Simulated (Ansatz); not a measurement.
`C[SiH]([GeH3])C#N`. Total charge 0; spin multiplicity 1.

```xyz
12

C     0.669   -1.378    0.961
Si   -0.510   -0.029    0.442
Ge   -0.275    0.613   -1.838
C    -0.145    1.482    1.455
N     0.110    2.431    2.058
H     1.703   -1.077    0.781
H     0.553   -1.603    2.023
H     0.472   -2.289    0.390
H    -1.919   -0.380    0.749
H    -0.596   -0.591   -2.739
H     1.171    1.059   -2.105
H    -1.234    1.762   -2.176
```

Task: What are the harmonic wavenumbers in cm⁻¹ at PBE0-D4/def2-TZVP (Ansatz, finite differences of forces, unscaled)? (An estimate is asked.)

Result: The calculation gave: 82, 84, 134, 145, 159, 303, 332, 377, 452, 480, 586, 664, 725, 754, 782, 834, 879, 880, 895, 1280, 1446, 1449, 2147, 2160, 2169, 2233, 2324, 3057, 3145, 3150.

Task: Is this a minimum?

Result: Yes, all 30 modes are real.

Task: Give the ideal-gas thermochemistry at 298.15 K and 1 bar (rigid rotor, harmonic oscillator; point group C1, symmetry number 1).

Result: Zero-point energy 204.0 kJ/mol; H(298) − E = 229.6 kJ/mol; entropy 388.0 J/(mol·K), of which translation 171.0, rotation 119.6, vibration 97.4; G(298) − E = 113.9 kJ/mol. Modes under 100 cm⁻¹ are hindered rotations or soft bends, so the harmonic entropy is rough.

Task: And at 400, 500, 600, 800 and 1000 K?

Result: 
```
T (K)  H − E (kJ/mol)  S (J/mol/K)  G − E (kJ/mol)
  400           244.3        430.3            72.2
  500           260.7        466.9            27.3
  600           278.7        499.7           -21.1
  800           318.4        556.6          -126.9
 1000           362.0        605.2          -243.2
```

Task: Rotational constants (cm⁻¹)?

Result: 0.1103, 0.04638, 0.03536.
